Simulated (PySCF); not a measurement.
Computed with core-valence-separated Tamm–Dancoff BHandHLYP/aug-pcX-1 (pcseg-1 on H, def2-SVPD on Si) in PySCF, non-relativistic, gas phase, PBE0-D3(BJ)/def2-SVP geometry. BHandHLYP without relativity tends to put these K edges a few eV too low, so spacings mean more than positions.

Main lines of an unknown, eV (oscillator strength): C K: 282.5 (0.098), 282.5 (0.081), 282.5 (0.018), 282.9 (0.106), 283.1 (0.052). Listed: the first five lines at most of each edge with a tenth or more of its strongest line's intensity; roots within 0.03 eV on the same or equivalent atoms are summed. Only the lowest roots were sought, and the top ones are left out.

Problem. Which candidate gives them?
A. `C1(CC1)[SiH2]C[SiH3]`
B. `C#C[SiH2]C#C[SiH3]`
C. `[SiH2]1CC(C[SiH2]1)C`

Solution. B. 

- `C#C[SiH2]C#C[SiH3]`: C K: 282.5 (0.098), 282.5 (0.081), 282.5 (0.018), 282.9 (0.106), 283.1 (0.052). First C line listed at 282.5 eV, hole on the alkyne carbon.
- `[SiH3]C[SiH2]C1CC1`: C K: 285.5 (0.015), 285.6 (0.030), 285.8 (0.017), 285.8 (0.025), 286.0 (0.008). First C line listed at 285.5 eV, hole on the sp3 carbon bound to silicon.
- `CC1C[SiH2][SiH2]C1`: C K: 285.1 (0.023), 285.2 (0.010), 285.7 (0.041), 285.8 (0.062), 285.8 (0.022). First C line listed at 285.1 eV, hole on the sp3 carbon bound to silicon.

One conformer each; other structures than these candidates weren't tested.
